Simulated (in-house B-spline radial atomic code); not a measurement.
Zr⁴⁺. Computed with a B-spline radial atomic code. Model: all-electron spherical atom, spin shells full or empty, radial basis limit, no spin-orbit coupling: exact exchange with a local potential (Slater, KLI or optimised effective potential, whose far tail is KLI's), no correlation.

Exchange potential has not reached -1/r at the last radius.

The run also made RPA and GW results, which its time includes.

The Slater potential averages the orbital exchange potentials with the orbital densities as weights, KLI adds orbital constants, and the optimised effective potential minimises the exact-exchange energy among local potentials. So their energies lie above Hartree-Fock in the order OEP, KLI, Slater. All fall off as −1/r, unlike LDA and GGA exchange.

Command:
```bash
python run_gw.py task.json out
```
Settings (lengths in bohr, energies in hartree):
```
Z                      40
electrons              36
configuration          [Ar] 3d10 4s2 4p6
hamiltonian            nr
method                 oep
lmax                   9
spin_polarised         False
box_radius             11.96
intervals              72
```

Run time, properties included: 2.4 s on 1 thread of Intel(R) Xeon(R) 6975P-C (Granite Rapids) (shared host).

Given: hamiltonian non-relativistic; mean-field start exchange-only OEP.

Computed: energy above Hartree-Fock 11.596 millihartree; virial ratio -E/T less 1 0.

```json
{"radius (bohr)": "0.00125", "r times exchange potential (hartree bohr)": "-0.040592"}
{"radius (bohr)": "0.00155", "r times exchange potential (hartree bohr)": "-0.050286"}
{"radius (bohr)": "0.00192", "r times exchange potential (hartree bohr)": "-0.062203"}
{"radius (bohr)": "0.00238", "r times exchange potential (hartree bohr)": "-0.076936"}
{"radius (bohr)": "0.00295", "r times exchange potential (hartree bohr)": "-0.095044"}
{"radius (bohr)": "0.00365", "r times exchange potential (hartree bohr)": "-0.11701"}
{"radius (bohr)": "0.00452", "r times exchange potential (hartree bohr)": "-0.14383"}
{"radius (bohr)": "0.0056", "r times exchange potential (hartree bohr)": "-0.17625"}
{"radius (bohr)": "0.00694", "r times exchange potential (hartree bohr)": "-0.21495"}
{"radius (bohr)": "0.0086", "r times exchange potential (hartree bohr)": "-0.26029"}
{"radius (bohr)": "0.0107", "r times exchange potential (hartree bohr)": "-0.31314"}
{"radius (bohr)": "0.0132", "r times exchange potential (hartree bohr)": "?"}
{"radius (bohr)": "0.0164", "r times exchange potential (hartree bohr)": "-0.42973"}
{"radius (bohr)": "0.0203", "r times exchange potential (hartree bohr)": "-0.48695"}
{"radius (bohr)": "0.0251", "r times exchange potential (hartree bohr)": "?"}
{"radius (bohr)": "0.0311", "r times exchange potential (hartree bohr)": "-0.55841"}
{"radius (bohr)": "0.0385", "r times exchange potential (hartree bohr)": "-0.54771"}
{"radius (bohr)": "0.0477", "r times exchange potential (hartree bohr)": "-0.51008"}
{"radius (bohr)": "0.0591", "r times exchange potential (hartree bohr)": "-0.52078"}
{"radius (bohr)": "0.0733", "r times exchange potential (hartree bohr)": "-0.64408"}
{"radius (bohr)": "0.0908", "r times exchange potential (hartree bohr)": "-0.80233"}
{"radius (bohr)": "0.112", "r times exchange potential (hartree bohr)": "-0.92038"}
{"radius (bohr)": "0.139", "r times exchange potential (hartree bohr)": "-0.97298"}
{"radius (bohr)": "0.173", "r times exchange potential (hartree bohr)": "-0.91638"}
{"radius (bohr)": "0.214", "r times exchange potential (hartree bohr)": "-0.81492"}
{"radius (bohr)": "0.265", "r times exchange potential (hartree bohr)": "-0.97078"}
{"radius (bohr)": "0.328", "r times exchange potential (hartree bohr)": "-1.2427"}
{"radius (bohr)": "0.407", "r times exchange potential (hartree bohr)": "-1.4014"}
{"radius (bohr)": "0.504", "r times exchange potential (hartree bohr)": "-1.4112"}
{"radius (bohr)": "0.624", "r times exchange potential (hartree bohr)": "-1.2317"}
{"radius (bohr)": "0.774", "r times exchange potential (hartree bohr)": "-0.96005"}
{"radius (bohr)": "0.959", "r times exchange potential (hartree bohr)": "-1.1462"}
{"radius (bohr)": "1.19", "r times exchange potential (hartree bohr)": "-1.3578"}
{"radius (bohr)": "1.47", "r times exchange potential (hartree bohr)": "-1.4118"}
{"radius (bohr)": "1.82", "r times exchange potential (hartree bohr)": "-1.3699"}
{"radius (bohr)": "2.26", "r times exchange potential (hartree bohr)": "-1.2773"}
{"radius (bohr)": "2.8", "r times exchange potential (hartree bohr)": "-1.1858"}
```

Question: What belongs in the row 0.0132?

Answer: r times exchange potential (hartree bohr): -0.36916.

Question: What belongs in the row 0.0251?

Answer: r times exchange potential (hartree bohr): -0.53359.

```
occupied  level (hartree)  Hartree-Fock level (hartree)
      1s          -642.19                       -652.28
      2s                ?                             ?
      2p          -81.942                       -85.068
      3s          -16.273                       -17.629
      3p          -13.506                       -14.595
      3d          -8.4756                       -9.0875
      4s          -3.7084                       -3.9145
      4p          -2.9508                        -2.951
```

Question: What belongs in the row 2s?

Answer: level (hartree): -89.279; Hartree-Fock level (hartree): -92.967.

```csv
empty,level (hartree)
4d,-1.7935
5s,-1.4721
5p,-1.246
```

The highest level, 4p, differs from Hartree-Fock by +0.0053 eV and the deepest, 1s, by +275 eV: a local potential can match the highest level but can't give each shell its own exchange.
